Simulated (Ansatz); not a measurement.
Cost and result up the ladder for SnMe2 (C2H6Sn) (9 atoms). The state is a singlet with charge 0. Geometry: PBE0-D4/def2-TZVP.

```xyz
9

C     0.386   -1.473    0.451
C    -0.368    1.466   -0.488
Sn    0.706   -0.245   -1.333
H    -0.689   -1.597    0.616
H     0.788   -0.956    1.329
H     0.848   -2.458    0.376
H     0.145    1.798    0.422
H    -1.377    1.159   -0.193
H    -0.438    2.306   -1.179
```

Ansatz on 2 threads of Intel Xeon Platinum 8259CL on a shared host. Times are rough, and most runs start from the orbitals of an earlier one. PBE0-D4/def2-TZVP serves as the yardstick here, not as an exact answer. Differences are given only for rows in sets of like size (and for xTB, whose basis is part of the method), since another set adds its own error. Binding counts from free atoms at the same level (C triplet, Sn triplet, H doublet; other spins of the atoms weren't run), without zero-point energy or a counterpoise term.

In the def2 sets Sn takes a core potential; there is no spin–orbit coupling. B3LYP takes the VWN-RPA correlation. Correlated methods freeze 6 core orbitals; core or outer-core shells of Sn are correlated, in sets that lack core-valence functions.

Run but left out: HF/STO-3G (restricted singlet, unstable in another Hartree–Fock run and untested here).

Correlated methods converge slowly with the basis.

| level | functions | wall time | binding energy per atom (eV) | difference from PBE0-D4/def2-TZVP (eV) | remarks |
| --- | --- | --- | --- | --- | --- |
| PBE-D4/def2-SVP | 84 | 1.1 s | 3.56 | – | – |
| PBE0-D4/def2-SVP | 84 | 1.3 s | 3.52 | – | – |
| BLYP-D4/def2-TZVP | 148 | 2.4 s | 3.51 | -0.01 | – |
| PBE-D4/def2-TZVP (with forces) | 148 | 2.9 s | 3.56 | 0.04 | – |
| B3LYP-D4/def2-TZVP | 148 | 2.9 s | 3.53 | 0.01 | – |
| r2SCAN-D4/def2-TZVP | 148 | 3.7 s | 3.52 | 0.00 | – |
| PBE0-D4/def2-TZVP | 148 | 3.9 s | 3.52 | 0.00 | – |
| CCSD(T)/def2-TZVP | 148 | 28 s | 3.40 | -0.12 | restricted SCF unstable |
